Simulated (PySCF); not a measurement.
Molfile (atoms numbered from 1):
```
C3H4BCl
     RDKit          3D

  9  8  0  0  0  0  0  0  0  0999 V2000
    1.6824    1.3533    0.2994 B   0  0  0  0  0  0  0  0  0  0  0  0
    0.5846    0.4666   -0.2143 C   0  0  0  0  0  0  0  0  0  0  0  0
   -0.3120   -0.2540   -0.6336 C   0  0  0  0  0  0  0  0  0  0  0  0
   -1.3579   -1.1172   -1.1196 C   0  0  0  0  0  0  0  0  0  0  0  0
   -2.6780   -0.2529   -1.9755 Cl  0  0  0  0  0  0  0  0  0  0  0  0
    2.6205    0.8718    0.8873 H   0  0  0  0  0  0  0  0  0  0  0  0
    1.6267    2.5461    0.1245 H   0  0  0  0  0  0  0  0  0  0  0  0
   -1.8154   -1.6664   -0.2831 H   0  0  0  0  0  0  0  0  0  0  0  0
   -0.9441   -1.8584   -1.8196 H   0  0  0  0  0  0  0  0  0  0  0  0
  1  2  1  0
  2  3  3  0
  3  4  1  0
  4  5  1  0
  1  6  1  0
  1  7  1  0
  4  8  1  0
  4  9  1  0
M  END
```

Geometry: PBE0-D3(BJ)/def2-SVP; GIAO shifts from PySCF 2.14.0 with density-fitted response routines, gas phase, non-relativistic, averaged over equivalent atoms.

At PBE0/pcSseg-1 (112 basis functions, 7 s wall time on 1 thread of an Arm Neoverse V1, shared host):
```json
{"atoms": "B1", "δ (ppm)": "67.0"}
{"atoms": "C3", "δ (ppm)": "155.9"}
{"atoms": "C2", "δ (ppm)": "109.2"}
{"atoms": "C4", "δ (ppm)": "37.0"}
{"atoms": "Cl5", "δ (ppm)": "142.7"}
{"atoms": "H6/H7", "δ (ppm)": "6.75"}
{"atoms": "H8/H9", "δ (ppm)": "4.54"}
```

Scale: BF3·OEt2 for ¹¹B (σ = 100.73 ppm); ¹³C (σ = 184.41 ppm) and ¹H (σ = 31.27 ppm) against TMS; ³⁵Cl (σ = 943.27 ppm) vs HCl (reference shieldings calculated alike).

What do these become at PBE0/pcSseg-2?

## Answers


| atoms | δ at PBE0/pcSseg-2 | change |
| --- | --- | --- |
| B1 | 68.6 | +1.6 |
| C3 | 160.0 | +4.1 |
| C2 | 110.4 | +1.2 |
| C4 | 37.9 | +0.9 |
| Cl5 | 149.0 | +6.3 |
| H6/H7 | 6.69 | -0.06 |
| H8/H9 | 4.63 | +0.09 |

References, each an isolated molecule treated in the same way: ¹¹B (99.07 ppm) against BF3·OEt2; ¹³C (184.13 ppm), ¹H (31.25 ppm) against TMS; ³⁵Cl (940.85 ppm) against HCl.

The largest change is at Cl5 (chlorine bonded to C). Cost: 243 basis functions, 21 s wall time on 1 thread of an Arm Neoverse V1, shared host. The order of the carbon signals is the same at both levels.

A carbon bonded to boron is broadened by the quadrupolar boron nucleus and is often missing from a measured spectrum. Carbons that carry Cl, above all several Cl atoms, come out too deshielded, partly because spin–orbit coupling is missing.
